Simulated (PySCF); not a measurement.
A made-up structure of ZnBNH2, singlet:

B1  (-1.446, -0.323, -0.397)
N2  (-0.269, -0.065, -0.070)
Zn3  (1.427, 0.305, 0.399)
H4  (-0.078, -0.265, 0.912)
H5  (2.858, 0.618, 0.795)
(Å)

It is relaxed with PBE-D4/def2-SVP and then PBE0-D4/def2-TZVP (PySCF 2.14 with density fitting (its default auxiliary sets; JK sets also for MP2 and CCSD(T))). Atoms count as bonded within 1.22 times the sum of their covalent radii (H–H: 0.88 Å). The end point is not checked to be a true minimum.

**Question.** Does its bonding change? (A judgement: the text doesn't fix the answer.)

**Answer.** Computed: Yes. Formed: B1–Zn3; broken: N2–Zn3, Zn3–H4.

Where it ends: The first stage lowers the energy by 3.06 eV in 39 steps. It ends as ZnBNH₂ ([NH][B][ZnH]):
```json
{"atom": "B1", "x (Å)": "0.4272", "y (Å)": "-0.0328", "z (Å)": "0.7326"}
{"atom": "N2", "x (Å)": "0.2174", "y (Å)": "-0.3237", "z (Å)": "1.9209"}
{"atom": "Zn3", "x (Å)": "0.7692", "y (Å)": "0.4407", "z (Å)": "-1.2021"}
{"atom": "H4", "x (Å)": "0.0497", "y (Å)": "-0.5565", "z (Å)": "2.8713"}
{"atom": "H5", "x (Å)": "1.0303", "y (Å)": "0.8022", "z (Å)": "-2.6796"}
```

Labels in which every atom is bracketed show which atoms are joined, not bond orders.

For scale, one of the runs: PBE0-D4/def2-TZVP relaxation, 122 basis functions, launched by `OMP_NUM_THREADS=2 python run.py`. Time: 69 s of wall clock on 2 CPU threads of an Arm Neoverse V1; the host was shared. Peak host memory: 1.2 GiB.
